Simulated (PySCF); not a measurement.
hydronium (H3O), SMILES [OH3+], charge +1. Geometry: PBE0-D3(BJ)/def2-TZVPD.

TDA-M06-2X/def2-TZVPD in PySCF puts the lowest singlet excitations at 11.74, 13.84, 13.84, 16.51, 16.58, 16.58 eV.

What are the lowest excitation roots from ADC(2)/aug-cc-pVDZ (PySCF 2.14.0)? (Estimate from the structure and the level; the computed values follow.)

11.59, 14.13, 14.13, 16.52, 16.53, 16.53 eV. S1 differs by -0.15 eV (second minus first; roots are paired by order, and the bases may differ).
